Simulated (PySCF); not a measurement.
**Electronic absorption of C3H10BP**

Species: C₃H₁₀BP.
Numbering: `[PH3+:1][BH2-:2][CH:3]1[CH2:4][CH2:5]1` (hydrogens: H6, H7, H8 on P1; H9, H10 on B2; H11 on C3; H12, H13 on C4; H14, H15 on C5)

Method: PySCF 2.14.0, density-fitted response routines, TDDFT PBE0/def2-SVPD, vertical, gas phase, core orbitals frozen in the response. The structure is a single PBE0-D3(BJ)/def2-SVP conformer in the gas phase; no vibrational or solvent corrections. Torsions of this conformer, `[PH3+:1][BH2-:2][CH:3]1[CH2:4][CH2:5]1`: P1–B2–C3–C4 75°.

Task: List the vertical singlet excitations with oscillator strengths and describe the spectrum.

Result: 

| state | λ (nm) | E (eV) | f | main configurations (H = HOMO, L = LUMO) |
| --- | --- | --- | --- | --- |
| S1 | 190.3 | 6.51 | 0.037 | H→L (97%) |
| S2 | 186.7 | 6.64 | 0.025 | H→L+1 (96%) |
| S3 | 183.9 | 6.74 | 0.0038 | H-1→L (79%), H→L+2 (18%) |
| S4 | 183.3 | 6.76 | 0.0053 | H→L+2 (80%), H-1→L (18%) |
| S5 | 179.2 | 6.92 | 0.019 | H-1→L+1 (93%) |
| S6 | 176.8 | 7.01 | 0.0078 | H-1→L+2 (88%) |

The lowest singlet comes at 190 nm (628 kJ/mol) in the vacuum ultraviolet; it is of moderate strength; its leading configuration is HOMO→LUMO (97%). The lowest level is also the most intense of those listed (f = 0.037). Löwdin shares by element: HOMO carbon 60%, boron 10% (atoms not listed hold the other 30%); LUMO hydrogen 45% or more, phosphorus 29% (atoms not listed hold the other 26%). The oscillator strengths of these states sum to 0.098; summed over the whole spectrum of an exact calculation they would give the number of electrons, 48 (Thomas–Reiche–Kuhn). Of the 6 states listed, 3 reach f = 0.01 and none stays under 0.0005. Orbital energies (eV): HOMO-3 -8.98, HOMO-2 -8.21, HOMO-1 -7.57, HOMO -7.36, LUMO 0.13, LUMO+1 0.43, LUMO+2 0.47. Only the lowest 6 singlets were computed, as vertical energies without vibronic structure.
